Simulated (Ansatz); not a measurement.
C3H8N, SMILES CC[N]C, multiplicity 2.

Geometry: TPSSh-D3(BJ)/def2-SVP. The isomer is the one that the SMILES or the coordinates give; other isomers of the formula were not compared. Other conformers were not sampled.

Two levels are set side by side: PBE/def2-TZVPD (Ansatz, a first-principles code) and CAM-B3LYP/def2-TZVPD (Ansatz). Energy differences of separate SCF runs at the same geometry; the states with an electron removed or added have multiplicity 1 and 1. Differences are taken from unrounded values.

```
quantity                         CAM-B3LYP
-------------------------------  ---------
vertical ionisation energy (eV)       9.48
vertical electron affinity (eV)       0.31
```

Task: What does PBE give, and how far is it from CAM-B3LYP? (An estimate is asked for; the answer gives what the named calculation found.)

Result: 
```csv
quantity,PBE,PBE minus CAM-B3LYP
vertical ionisation energy (eV),9.07,-0.42
vertical electron affinity (eV),0.48,0.16
```
